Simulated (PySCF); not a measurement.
# Reading the logs of faulty runs: CH5OSi

Calculated results; nothing here was measured. They come from PySCF 2.14.0, an open-source quantum chemistry program, on an isolated molecule that a program drew, which may never have been made. The molecule is CH5OSi (charge 0, doublet), drawn as the SMILES string `OC[SiH2]`.

Each row is a Hartree-Fock (HF) and frozen-core CCSD(T) single point in the cc-pV(D+d)Z basis, meant for a local HF minimum. Run 1 is clean. Each other run has one planted mistake out of seven kinds, and not every kind appears here: one electron removed, one electron added, multiplicity raised by two, geometry at a saddle point, minimal basis STO-3G, one bond length entered in bohr, all coordinates scaled. The reference is restricted for singlets and unrestricted otherwise, and also for a bond in bohr. Adding or removing an electron swaps singlet and doublet. Electrons count all cores. HOMO and LUMO are orbital energies over both spins, the gradient is its largest component, and the lowest frequency (negative if imaginary) is given only where the gradient is small. Bond lengths are over the 7 bonds as drawn. T1 is the CCSD diagnostic: over 0.02 (restricted) or 0.045 (unrestricted) a single reference is doubtful.

Geometry of the clean run:
```xyz
8
CH5OSi, angstrom
O    -0.3754    1.5412    1.1910
C     0.4133    0.4018    0.9092
Si    0.4931    0.0212   -0.9565
H    -1.2767    1.3593    0.9699
H     1.4171    0.6234    1.2748
H     0.0656   -0.4731    1.4710
H     1.1215    1.1331   -1.7089
H    -0.8782   -0.2184   -1.4790
```

```
run  electrons  basis functions  <S^2>  HOMO (eV)  LUMO (eV)  gradient (hartree/bohr)  lowest frequency (cm^-1)  mean bond (Å)  longest bond (Å)      T1  HF (hartree)  CCSD(T) (hartree)                     mistake
  1         33               76  0.754      -8.95       1.47                  1.4e-05                       186         1.3460             1.906  0.0137    -404.52212         -404.98923                    no fault
  2         33               76  3.764      -3.12       0.00                  1.5e-01                         -         1.3460             1.906  0.0547    -404.27632         -404.72960  multiplicity raised by two
  3         34               76  0.000      -0.25       9.43                  6.1e-02                         -         1.3460             1.906  0.0118    -404.49750         -404.99430                           ?
  4         33               24  0.752      -6.48       6.22                  5.4e-02                         -         1.3460             1.906  0.0083    -399.68376         -399.84279                           ?
```

**Which mistake was planted in run 3, and what did it cost?**

It counts 34 electrons, one more than the clean run, at the same geometry and basis. So the mistake is: one electron added. Subtracting run 1 and multiplying by 627.51 kcal/mol a hartree, the energy moved by 15.4 kcal/mol in HF and -3.2 kcal/mol in CCSD(T).

**Which mistake was planted in run 4, and what did it cost?**

It has 24 basis functions where the clean run has 76, with the same electrons and geometry. So the mistake is: minimal basis STO-3G. Subtracting run 1 and multiplying by 627.51 kcal/mol a hartree, the energy moved by 3036.1 kcal/mol in HF and 3229.4 kcal/mol in CCSD(T).

Cautions from the logs. Run 2: T1 is over the limit, so its CCSD(T) energy is less reliable.
